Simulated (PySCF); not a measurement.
## Stretching SnH

Set-up: PySCF, scalar-relativistic core potentials, basis sets Sn def2-SVPD with ECP28, H def2-SVPD. Energies in eV from Sn + H in their ground configurations at the same level. State: ²Π (doublet), unpaired electrons π ↑.

```
R (Å)  CAM-B3LYP
1.538     -2.256
1.609     -2.504
1.681     -2.644
1.734     -2.693
1.788     -2.705
1.842     -2.686
1.913     -2.623
2.003     -2.499
2.110     -2.305
2.253     -2.002
```

**Question.** Put a parabola through the three lowest points of the CAM-B3LYP curve and estimate Re, k and ωe (reduced mass 0.9994 u; 1 eV/Å² = 0.16022 mdyn/Å; ωe = 1302.8·√(k/μ) cm⁻¹).

**Answer.** Through R = 1.734, 1.788, 1.842 Å the second-order coefficient is 5.32 eV/Å², so Re ≈ 1.782 Å, k ≈ 1.70 mdyn/Å and ωe ≈ 1701 cm⁻¹. A polynomial fit of higher order to the unrounded CAM-B3LYP energies gives Re = 1.780 Å, k = 1.76 mdyn/Å, ωe = 1727 cm⁻¹; anharmonicity and rounding make the difference.

The higher-order fit for each curve: CAM-B3LYP: Re = 1.780 Å, ωe = 1727 cm⁻¹, De = 2.71 eV.

These are scalar-relativistic numbers at best; spin–orbit coupling would shift them, the dissociation energy most. The state was picked by a PBE0 search and need not be the measured ground state.
